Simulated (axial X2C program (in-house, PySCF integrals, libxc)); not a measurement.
**SiTe: from Re and ωe to a spectrum**

A bond curve at the PBE0 level, 2c, was computed with an axial X2C code built on PySCF integrals (basis Te dyall-cv3z [11s12p8d4f1g], Si dyall-v3z [8s7p2d1f] (cores contracted in-house)) for the state Ω = 0 (closed shell). Its fit gives Re = 2.2762 Å, ωe = 491.6 cm⁻¹, ωexe = 1.16 cm⁻¹ and αe = 4.805e-04 cm⁻¹; the masses are 129.9062 and 27.9769 u. Two-component means X2C with spin–orbit coupling and atomic mean-field Coulomb and Gaunt terms.

(1) Find the reduced mass, Be and the force constant.

(2) Estimate the centrifugal constant by the Kratzer relation.

(3) Estimate De from a Morse curve and compare with the computed well depth of 4.344 eV to Te + Si.

(4) A Morse curve ties αe to the other constants (Pekeris). How well does that hold?

(5) Where do the fundamental and the first overtone lie?

One determinant describes the state; a PBE0 search over occupations chose it and may have missed a lower one. Dissociation energies refer to the lowest single-determinant-based atoms at the same level and basis. In 2c an atomic determinant is not the ground J level, so De misses part of the atomic spin–orbit lowering. This holds for PBE0. The functionals have no current-density term, which raises determinants with orbital currents, atoms included.

Answers

(1) From the PBE0 values: μ = 23.0194 u. Be = 16.8576/(μ Re²) = 0.1413 cm⁻¹. k = 5.8918×10⁻⁷ μ ωe² = 3.28 mdyn/Å.

(2) D = 4Be³/ωe² = 4.67e-08 cm⁻¹.

(3) De(Morse) = ωe²/(4ωexe) = 6.458 eV against 4.344 eV computed, a ratio of 1.49. The extrapolation overshoots: the well softens faster than a Morse curve, or the lowest atomic limit lies below the one to which the curve heads.

(4) αe(Morse) = 6Be²/ωe × (√(ωexe/Be) − 1) = 4.547e-04 cm⁻¹; the PBE0 curve gives 4.805e-04 cm⁻¹, a ratio of 0.95.

(5) ν(1←0) = ωe − 2ωexe = 489.3 cm⁻¹; ν(2←0) = 2ωe − 6ωexe = 976.2 cm⁻¹.
